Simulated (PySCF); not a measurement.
C2H5FO2Si, SMILES O=CC[Si@H](O)F.

Geometry optimised at B3LYP-D3(BJ)/def2-SVP. The structure was generated by enumeration; whether it is a known compound was not checked. Other conformers were not sampled.

These are B3LYP-D3(BJ)/def2-SVP (PySCF) values and carry that method's errors.

Frequencies are harmonic and unscaled.

Computed harmonic wavenumbers and intensities:
```tsv
mode	ν (cm⁻¹)	IR (km/mol)	moving atoms (share of kinetic energy)
1	71	1.7	O 44 %, F 38 %, C 11 %
2	114	17.0	H 43 %, C 33 %, O 19 %
3	193	3.6	O 64 %, C 13 %, H 11 %, F 10 %
4	219	4.3	O 33 %, H 25 %, F 17 %, C 15 %, Si 9 %
5	294	11.5	O 39 %, F 29 %, Si 15 %, C 10 %
6	370	38.3	Si 42 %, O 29 %, F 14 %, H 10 %
7	562	5.9	H 41 %, C 31 %, O 15 %, Si 12 %
8	582	82.5	H 88 %
9	621	8.6	C 44 %, H 37 %, Si 13 %
10	756	18.6	H 66 %, C 24 %
11	801	101.8	H 65 %, C 17 %, O 11 %
12	850	97.3	F 43 %, Si 26 %, H 20 %
13	877	32.1	H 69 %, O 18 %, C 8 %
14	934	40.2	H 62 %, C 23 %, Si 8 %
15	966	78.3	C 35 %, H 35 %, O 17 %, Si 12 %
16	987	295.7	H 32 %, Si 30 %, O 16 %, C 14 %, F 8 %
17	1010	156.8	H 76 %, Si 11 %, O 9 %
18	1154	10.4	H 65 %, C 33 %
19	1210	113.3	H 57 %, C 41 %
20	1402	11.3	H 89 %
21	1417	19.7	H 83 %, C 14 %
22	1799	169.5	C 60 %, O 37 %
23	2304	132.2	H 97 %
24	2927	107.1	H 92 %
25	3035	0.5	H 94 %
26	3119	3.5	H 91 %, C 9 %
27	3685	208.8	H 94 %
```
